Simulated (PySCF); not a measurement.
# Working out the excitation energy of O⁺

O⁺ [He] 2s2 2p3 (4S) → O⁺ [He] 2s1 2p4 (4P). All numbers are calculated (PySCF 2.14, scalar relativity by spin-free X2C-1e, in aug-cc-pVTZ-DK (5s4p3d2f, 46 functions)). Frozen: 1s2. Energies in hartree (1 hartree = 27.21139 eV):

```
            part  O⁺ (lower)  O⁺ (upper)
             UHF  -74.423233  -73.872393
CCSD correlation   -0.113427   -0.114390
             (T)   -0.001671   -0.002198
```

What does Hartree-Fock give?

(-73.872393) − (-74.423233) = 0.550840 hartree = 14.989 eV.

What do CCSD and CCSD(T) give?

The CCSD correlation energies differ by -0.000963 hartree = -0.026 eV and the triples by -0.000527 hartree = -0.014 eV, so CCSD gives 14.963 eV and CCSD(T) 14.949 eV.

Measured between the centres of the two terms (NIST): 14.870 eV, so CCSD(T) (valence) is off by 0.079 eV.

What remains against the reference includes basis incompleteness, the frozen core and higher excitations.
